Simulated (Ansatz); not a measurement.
Mulliken charges of `[CH3][W](=[O])([F])=[S]` from PBE/def2-TZVPP in Ansatz (PBE0-D4/def2-TZVP geometry).

| atom | x (Å) | y (Å) | z (Å) | charge (e) |
| --- | --- | --- | --- | --- |
| C1 | -0.919 | -0.219 | 0.575 | -0.442 |
| W2 | 0.827 | 0.106 | -0.532 | 0.849 |
| O3 | 2.039 | -0.595 | 0.417 | -0.310 |
| F4 | 0.666 | -0.647 | -2.220 | -0.259 |
| S5 | 1.070 | 2.218 | -0.541 | -0.224 |
| H6 | -0.835 | 0.181 | 1.587 | 0.137 |
| H7 | -1.080 | -1.301 | 0.638 | 0.121 |
| H8 | -1.768 | 0.257 | 0.076 | 0.128 |

Problem. By hand: the dipole of these point charges (1 e Å = 4.8032 D).

Solution. Σ q r = (-0.407, -0.058, 0.165) e Å, of length 0.443 e Å = 2.13 D.

Problem. How does the dipole of the full density compare? (Estimate.)

Solution. The calculation gave: (-0.491, -0.185, 0.052) e Å, 2.53 D; the point charges give 0.84 times that, at 20° from its direction.

Point charges leave out the atoms' own dipoles, such as those of lone pairs, and Mulliken's split depends on the basis, so the two needn't agree.
